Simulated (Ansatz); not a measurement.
Ideal-gas functions of AsBr₃ (`Br[As](Br)Br`) at 298.15 K and 1 bar, from an Ansatz frequency run at PBE0-D4/def2-TZVP.

Molar mass 314.63 g/mol, point group C3v (symmetry number 3), electronic degeneracy 1, moments of inertia 579.088, 579.114, 1023.886 u Å². Harmonic wavenumbers (cm⁻¹, unscaled): 94, 94, 128, 290, 290, 297.

Use S(trans) = R[1.5 ln M + 2.5 ln T − 1.1517]; rotational temperatures θ = 24.2544 K / I; S(rot) = R[ln(√π/σ · √(T³/θAθBθC)) + 1.5]; for each mode x = 1.438777 ν̃/T, S = R[x/(eˣ − 1) − ln(1 − e⁻ˣ)] and H = RT x/(eˣ − 1); 1 cm⁻¹ = 0.0119627 kJ/mol; R = 8.31446 J/(mol·K).

Q: By hand: the entropy, in J/(mol·K).

A: Translation 180.6. Rotation: θ = 0.0419, 0.0419, 0.0237 K, giving 121.1. Vibration, mode by mode: 14.96, 14.96, 12.45, 6.17, 6.17, 6.00, in all 60.7. Electronic 0.0. Sum 362.4 J/(mol·K).

Q: By hand: H − E and G − E in kJ/mol, counted from the electronic energy.

A: Zero-point energy ½ × 1193 × 0.0119627 = 7.1; thermal vibration 9.1; translation, rotation and pV give 4 RT = 9.9. H − E = 26.1 kJ/mol, and G − E = 26.1 − 298.15 × 362.4/1000 = -81.9 kJ/mol.

Vibration gives 17 % of the entropy, 42.4 J/(mol·K) of it from the modes under 150 cm⁻¹: soft modes count most, and the harmonic formula is weakest for them.
